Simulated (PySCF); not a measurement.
Input and output of a core-ionisation job on `[SiH2-]C1CC1`.

The calculation used delta-SCF UKS SCAN, pcX-2 on the ionised atom, pcseg-1 elsewhere, spin-free X2C in PySCF 2.14.0.

Input of the driver that calls PySCF (job settings, then Cartesian coordinates in Å):

```
{"job": {"kind": "xps"}, "charge": -1, "multiplicity": 1}
Si     1.9184     0.2706     0.2293
C      0.0604     0.2907     0.5551
C     -0.9522     0.1939    -0.5459
C     -0.7281    -0.9622     0.3833
H      1.9806    -0.1818    -1.1760
H      2.2058     1.7156     0.0959
H     -0.2407     0.9065     1.4042
H     -1.9019     0.7236    -0.4792
H     -0.5965     0.0971    -1.5656
H     -0.2152    -1.8340    -0.0070
H     -1.5252    -1.2173     1.0800
```

The driver printed:

```
ground state, core basis on atom 0 (Si), 137 functions
  cycle   1  E = -408.46986830  |g| = 5.31e-01
  cycle   2  E = -408.37692028  |g| = 8.04e-01
  cycle   3  E = -408.56846542  |g| = 8.52e-02
  cycle   4  E = -408.57051415  |g| = 3.59e-02
  cycle   5  E = -408.57082777  |g| = 8.55e-03
  cycle   6  E = -408.57083723  |g| = 4.32e-03
  cycle   7  E = -408.57084523  |g| = 1.01e-03
  cycle   8  E = -408.57084539  |g| = 2.32e-04
  E(ground) = -408.56538284 Eh
hole in Si 1s of atom 0
  cycle   1  E = -339.91301189  |g| = 4.35e+00
  cycle   2  E = -340.20244762  |g| = 2.05e+00
  cycle   3  E = -340.77214514  |g| = 6.02e-01
  cycle   4  E = -340.95334457  |g| = 2.50e-01
  cycle   5  E = -340.98896565  |g| = 7.24e-02
  cycle   6  E = -340.99132319  |g| = 2.37e-02
  cycle   7  E = -340.99160573  |g| = 6.74e-03
  cycle   8  E = -340.99162390  |g| = 3.89e-03
  cycle   9  E = -340.99163220  |g| = 9.19e-04
  cycle  10  E = -340.99163234  |g| = 1.80e-04
  E(ion) = -340.99444105 Eh   <S^2> = 0.7522   hole on atom = 1.000   binding energy = 1838.699 eV
hole in Si 2p of atom 0
  cycle   1  E = -404.57254486  |g| = 1.23e+00
  cycle   2  E = -404.54672906  |g| = 1.02e+00
  cycle   3  E = -404.89511728  |g| = 1.77e-01
  cycle   4  E = -404.91058495  |g| = 9.07e-02
  cycle   5  E = -404.91477088  |g| = 2.55e-02
  cycle   6  E = -404.91513298  |g| = 5.22e-03
  cycle   7  E = -404.91514598  |g| = 2.35e-03
  cycle   8  E = -404.91514941  |g| = 6.75e-04
  cycle   9  E = -404.91515093  |g| = 2.47e-04
  E(ion) = -404.92175731 Eh   <S^2> = 0.7525   hole on atom = 1.002   binding energy = 99.148 eV
  2p3/2 = 99.003 eV   2p1/2 = 99.632 eV
ground state, core basis on atom 1 (C), 126 functions
  cycle   1  E = -408.47713021  |g| = 6.29e-02
  cycle   2  E = -408.47713009  |g| = 2.90e-02
  cycle   3  E = -408.47733152  |g| = 1.84e-02
  cycle   4  E = -408.47742981  |g| = 5.42e-03
  cycle   5  E = -408.47743840  |g| = 5.19e-04
  cycle   6  E = -408.47743801  |g| = 1.56e-04
  E(ground) = -408.51451963 Eh
hole in C 1s of atom 1
  cycle   1  E = -397.41862167  |g| = 1.52e+00
  cycle   2  E = -396.15071582  |g| = 2.13e+00
  cycle   3  E = -397.92333845  |g| = 4.01e-01
  cycle   4  E = -397.98795353  |g| = 1.67e-01
  cycle   5  E = -398.00220234  |g| = 7.87e-02
  cycle   6  E = -398.00513335  |g| = 9.75e-03
  cycle   7  E = -398.00519747  |g| = 5.39e-03
  cycle   8  E = -398.00522174  |g| = 2.47e-03
  cycle   9  E = -398.00522757  |g| = 1.39e-03
  cycle  10  E = -398.00522902  |g| = 3.94e-04
  E(ion) = -398.04068837 Eh   <S^2> = 0.7722   hole on atom = 1.000   binding energy = 285.007 eV
ground state, core basis on atom 2 (C), 126 functions
  cycle   1  E = -408.47747405  |g| = 5.77e-02
  cycle   2  E = -408.47738759  |g| = 2.49e-02
  cycle   3  E = -408.47735542  |g| = 2.69e-02
  cycle   4  E = -408.47754488  |g| = 1.61e-03
  cycle   5  E = -408.47754795  |g| = 4.76e-04
  E(ground) = -408.51442850 Eh
hole in C 1s of atom 2
  cycle   1  E = -397.39874464  |g| = 1.51e+00
  cycle   2  E = -394.99308202  |g| = 2.38e+00
  cycle   3  E = -397.77610036  |g| = 5.40e-01
  cycle   4  E = -397.95434985  |g| = 1.72e-01
  cycle   5  E = -397.97313535  |g| = 7.56e-02
  cycle   6  E = -397.97602534  |g| = 3.20e-02
  cycle   7  E = -397.97665381  |g| = 7.29e-03
  cycle   8  E = -397.97669768  |g| = 2.08e-03
  cycle   9  E = -397.97670279  |g| = 1.08e-03
  cycle  10  E = -397.97670425  |g| = 5.81e-04
  cycle  11  E = -397.97670473  |g| = 2.38e-04
  E(ion) = -398.01230339 Eh   <S^2> = 0.7725   hole on atom = 1.000   binding energy = 285.777 eV
```

Atoms in this output count from 0. The cycles run on a coarser grid; E(ground) and E(ion) are re-evaluated on a finer one, so they differ from the last cycles. The 2p3/2 and 2p1/2 values come from a spin–orbit splitting computed afterwards within the 2p shell; their 2:1 mean is the average over the three 2p orbitals, so it can differ from the printed binding energy of the one hole solved. The run used up to 137 basis functions and 59 SCF iterations in all.

The run took 19 s on Intel Xeon, one thread, shared host with 64 logical CPUs at a one-minute load of 62, and the process peaked at 0.43 GiB of memory.

Binding energies (atoms from 0): Si1s of atom 0 1838.70 eV; Si2p of atom 0 99.21 eV (mean of the shell); C1s of atom 1 285.01 eV; C1s of atom 2 285.78 eV.

Geometry: GFN2-xTB, one conformer, isolated ion.
